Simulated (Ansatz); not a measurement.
`O=C=[N][Zr]([OH])([OH])[OH]` at its PBE0-D4/def2-TZVP geometry, where that method's forces vanish. The species carries charge 0 and has multiplicity 1. Zr: def2 effective core potential.

```tsv
atom	x (Å)	y (Å)	z (Å)
O1	-1.900	-1.281	-3.222
C2	-1.340	-0.901	-2.269
N3	-0.765	-0.512	-1.292
Zr4	0.230	0.156	0.391
O5	0.672	2.004	0.151
O6	-0.918	-0.059	1.910
O7	1.825	-0.882	0.614
H8	0.786	2.946	0.234
H9	-1.307	-0.277	2.751
H10	2.717	-1.193	0.732
```

(1) For each bond, give half the difference of the two atoms' forces along it (eV/Å; positive pushes the atoms apart) under PBE-D4, r2SCAN-D4, B3LYP-D4, ωB97M-V in def2-TZVPP. (An estimate is asked.)

Results:

(1) Ansatz gave: 
| bond | length (Å) | PBE-D4 | r2SCAN-D4 | B3LYP-D4 | ωB97M-V |
| --- | --- | --- | --- | --- | --- |
| O1–C2 | 1.169 | 0.83 | 0.28 | 0.26 | 0.06 |
| C2–N3 | 1.198 | 0.42 | 0.13 | -0.10 | -0.05 |
| N3–Zr4 | 2.067 | -0.60 | -0.19 | -0.03 | 0.08 |
| Zr4–O5 | 1.916 | -0.03 | 0.08 | 0.15 | 0.07 |
| Zr4–O6 | 1.916 | -0.03 | 0.08 | 0.15 | 0.07 |
| Zr4–O7 | 1.916 | -0.03 | 0.08 | 0.15 | 0.07 |
| O5–H8 | 0.952 | 0.30 | -0.04 | -0.10 | -0.10 |
| O6–H9 | 0.952 | 0.30 | -0.04 | -0.10 | -0.10 |
| O7–H10 | 0.952 | 0.30 | -0.04 | -0.10 | -0.10 |

B3LYP here is the variant with VWN-RPA as its local correlation; programs differ in this.
